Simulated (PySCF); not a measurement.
## Polarisability and C₆ of W (tungsten, neutral)

[Xe] 4f14 5d4 6s2, high-spin 5D determinant. Calculation: PySCF 2.14, in aug-cc-pVQZ-PP with ECP60MDF (7s7p6d4f3g2h, 135 functions); scalar relativity through the core potential. Coupled (time-dependent) response in atomic units; α is the mean over directions.

| method | mean α (bohr³) | α xx, yy, zz | C₆ (like pair) | S(−4) |
| --- | --- | --- | --- | --- |
| PBE0 | 75.10 | 77.71, 77.71, 69.88 | 924.2 | 2339 |

S(−4) is the Cauchy moment in α(ω) = α(0) + S(−4) ω² + …

Reference α: 68 ± 15 bohr³ (recommended; Schwerdtfeger and Nagle, table of static dipole polarizabilities (2023 update)). Published C₆: 757.0 (Gould and Bucko (2016)).

Spin-orbit coupling is absent.

α(iu) at PBE0:

```csv
u (hartree),α(iu) (bohr³)
0,75.10
0.0500,69.88
0.100,58.86
0.200,38.69
0.300,26.49
0.500,14.98
0.750,9.143
1.00,6.330
1.50,3.663
2.00,2.417
3.00,1.278
5.00,0.5273
```

A single London oscillator, α(iu) = α/(1 + u²/ω²), gives C₆ = (3/4) ω α². Matching the computed C₆ needs ω = 4 × 924.2 / (3 × 75.10²) = 0.218 hartree.

The components differ because the open shell of this determinant is not spherical; for a pure term their mean is the scalar polarisability.

Energies and moments cover only the electrons outside the core potential. Spin-orbit coupling, absent here, splits the open shell strongly.
